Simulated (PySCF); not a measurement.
NbO, SMILES [Nb]=[O] (connectivity only; charge and spin as stated), neutral, multiplicity 4.

Coordinates come from a B3LYP-D3(BJ)/def2-TZVPD optimisation. The multiplicity is an assumed one; other spin states were not compared. The def2 effective core potentials stand for the cores of Nb; spin–orbit coupling is left out.

All values below come from PySCF with CAM-B3LYP/def2-TZVPD.

The molecule is in vacuum.

```yaml
total_energy: -132.12501 hartree
point_group: C∞v
"α spin, highest occupied and lowest empty level": -6.38 and -0.88 eV
"β spin, highest occupied and lowest empty level": -11.00 and -1.90 eV
dipole_moment: 3.93 D
mean_static_polarisability: 83.1 bohr³ (12.32 Å³)
polarisability_principal_values: 72.8, 88.3, 88.3 bohr³
"⟨S²⟩": 3.765 (pure state 3.75)
```
